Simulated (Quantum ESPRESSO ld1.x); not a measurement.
Values are calculated unless marked as measured or tabulated.
Problem. The mean radii <r> (bohr) of the occupied orbitals of an atom or ion are listed with their occupations. Code: ld1.x of Quantum ESPRESSO 7.5. Model: scalar-relativistic Kohn-Sham, LDA (Slater exchange, VWN5 correlation), spin-polarised, spherical densities, point nucleus.

orbital  occ.      <r>
1s up       1  0.01867
1s down     1  0.01867
2s up       1  0.07899
2s down     1  0.07899
2p up       3  0.07059
2p down     3  0.07059
3s up       1   0.2050
3s down     1   0.2050
3p up       3   0.2050
3p down     3   0.2050
3d up       5   0.1857
3d down     5   0.1857
4s up       1   0.4590
4s down     1   0.4590
4p up       3   0.4880
4p down     3   0.4880
4d up       5   0.5234
4d down     5   0.5233
5s up       1    1.093
5s down     1    1.090
5p up       3    1.269
5p down     3    1.264
4f up       7   0.6364
4f down     7   0.6343
5d up       1    1.787
6p up       1    3.109

Name the element and its charge. Open shells, if any, are filled with parallel spins first.

Solution. Z = 73, tantalum, charge +3: Ta3+ in [Xe] 4f14 5d1 6p1. The 1s radius gives Z: for a bare nucleus <r> = (2 gamma + 1)/(2Z) with gamma = sqrt(1 - (Z/c)^2), 0.01844 bohr for Z = 73, and screening makes it slightly larger (0.01867 here). The occupations add up to 70, and the charge is Z minus that.
